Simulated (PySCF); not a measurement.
Compound: C₃H₁₀AlAs.
Atom-mapped SMILES: `[CH2:1]=[C:2]([CH3:3])[AlH2-:4][AsH3+:5]` (hydrogens: H6, H7 on C1; H8, H9, H10 on C3; H11, H12 on Al4; H13, H14, H15 on As5)

Computed with core-valence-separated Tamm–Dancoff BHandHLYP/aug-pcX-1 (pcseg-1 on H, def2-SVPD on Al, def2-SVPD on As) in PySCF, non-relativistic, gas phase, PBE0-D3(BJ)/def2-SVP geometry.

Computed carbon K-edge spectrum, Gaussian lines of 0.4 eV full width, highest printed point 100; it ends one width below the last computed root. The energies are unshifted.

```tsv
photon energy (eV)	absorption
281.6	1
281.7	5
281.8	17
281.9	40
282.0	69
282.1	91
282.2	100
282.3	99
282.4	86
282.5	60
282.6	32
282.7	12
282.8	3
282.9	1
283.0	0
283.1	0
283.2	0
283.3	0
283.4	0
283.5	0
283.6	0
283.7	0
283.8	0
283.9	0
284.0	0
284.1	0
284.2	0
284.3	0
284.4	0
284.5	0
284.6	0
284.7	1
284.8	2
284.9	7
285.0	14
285.1	24
285.2	30
285.3	30
285.4	27
285.5	25
285.6	27
285.7	34
285.8	44
285.9	56
286.0	65
```

Q: Where are the maxima, and which lines make them up?

A: 2 maxima:
- 282.2 eV: C1 (terminal =CH2 carbon), 282.38 eV, f = 0.059, 1s→π*, 52 % of the height at the exact maximum; C2 (fully substituted alkene carbon), 282.09 eV, f = 0.058, 1s→π*, 48 % of the height at the exact maximum
- 285.3 eV: C2 (fully substituted alkene carbon), 285.14 eV, f = 0.012, 38 % of the height at the exact maximum; C3 (allylic carbon), 285.24 eV, f = 0.006, 25 % of the height at the exact maximum; C2 (fully substituted alkene carbon), 285.36 eV, f = 0.005, 17 % of the height at the exact maximum

Further lines of some strength in the range: C1, 285.52 eV, f = 0.008; C3, 285.81 eV, f = 0.014; C2, 285.81 eV, f = 0.009.

Roots within 0.03 eV on the same or equivalent atoms count as one line; shares under 12 % aren't listed.

Vibrational structure and lifetime widths aren't in the curve. The ionisation threshold wasn't computed; near and above it a finite basis only mimics Rydberg series and continuum. The BHandHLYP/aug-pcX-1 (pcseg-1 on H, def2-SVPD on Al, def2-SVPD on As) calculation is non-relativistic and has no spin–orbit coupling, an omission that weighs most on arsenic.

Conformer computed: `[CH2:1]=[C:2]([CH3:3])[AlH2-:4][AsH3+:5]`: C1–C2–Al4–As5 95°.

One conformer stands for the species.
